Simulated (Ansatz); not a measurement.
Job for Ansatz (a first-principles code): U-B3LYP/cc-pVTZ on SeH, 2S+1 = 2, a point of a bond scan (R = 2.212 Å).

Ansatz 0.2 input:
```yaml
crystal:
  periodic: [false, false, false]
  atoms:
    - {symbol: Se, position_ang: [-0.00000000, -0.00000000, -0.04214023]}
    - {symbol: H, position_ang: [0.00000000, 0.00000000, 2.17022162]}
basis:
  gaussian:
    orbitals: cc-pVTZ
hamiltonian:
  xc: {name: B3LYP}
magnetization: {spin_polarized: true, initial_magnetization: 1}
```

Output:

```
WARN ansatz: RAYON_NUM_THREADS=2 ignored (pool sized by the plan → 2); use --threads N
Functional definition: B3LYP
integrals: 0.01 GiB planned
350 factors; integrals over basis functions are off by at most 1.1e-3 eV
mean field: 0.17 GiB planned
mean field evaluation 1: about -65364.9046 eV, gradient 5.0e0 eV
mean field evaluation 2: about -65364.8916 eV, gradient 3.8e0 eV
mean field evaluation 4: about -65365.0445 eV, gradient 3.1e-1 eV
mean field evaluation 8: about -65365.0537 eV, gradient 1.8e-1 eV
mean field evaluation 16: about -65365.0643 eV, gradient 3.8e-3 eV
mean field evaluation 32: about -65365.0643 eV, gradient 4.5e-5 eV
mean field -65365.06429388 eV, -2402.1218067682 hartree, gradient 4.5e-5 eV, S^2 0.833853; 3 other end points of the search recorded, 0 dependent functions left out
reference -65365.06445937 eV, -2402.1218128497 hartree; 18, 17 occupied and 39, 40 virtual orbitals, 350 factors
Total energy: -65365.06445937 eV, -2402.1218128497 hartree
```

Self-consistency was reached.

Cost: roughly 1.0 core-seconds.
